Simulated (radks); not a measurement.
Problem. The mean radii <r> (bohr) of the occupied orbitals of an atom or ion are listed with their occupations. Calculated with a radial shooting solver on a logarithmic mesh with Libxc functionals: scalar-relativistic Kohn-Sham, PBE, spin-polarised, spherical densities, finite nucleus; Fermi nuclear charge, rms radius of each element as measured or else 0.836 A^(1/3) + 0.57 fm.

orbital  occ.      <r>
1s          2  0.04275
2s          2   0.1895
2p          6   0.1654
3s          2   0.5505
3p          6   0.5624
3d         10   0.5827
4s          2    1.466

Name the element and its charge. Open shells, if any, are filled with parallel spins first.

Solution. Z = 35, bromine, charge +5: Br5+ in [Ar] 3d10 4s2. The 1s radius gives Z: for a bare nucleus <r> = (2 gamma + 1)/(2Z) with gamma = sqrt(1 - (Z/c)^2), 0.04191 bohr for Z = 35, and screening makes it slightly larger (0.04275 here). The occupations add up to 30, and the charge is Z minus that.
